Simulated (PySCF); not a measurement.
thionyl fluoride (F₂OS), SMILES FS(F)=O. Geometry optimised at PBE0-D3(BJ)/def2-TZVP.

Method: PBE0-D3(BJ)/def2-TZVP (PySCF 2.14.0).

Harmonic wavenumbers (cm⁻¹): 374, 395, 533, 760, 827, 1372. Rotational constants (GHz): 8.544, 8.342, 4.941; symmetry number 1.

**Question.** Work out the zero-point energy and the ideal-gas rigid-rotor harmonic-oscillator thermochemistry at 298.15 K and 1 atm.

**Answer.** ZPE = ½ Σ hcν = ½ × 4261 cm⁻¹ = 6.09 kcal/mol. H − E(el) = 9.10 kcal/mol. Entropy in cal/(mol K): translation 39.27, rotation 24.33, vibration 3.08, total 66.67. G − E(el) = -10.78 kcal/mol. Cp = 13.58 cal/(mol K).
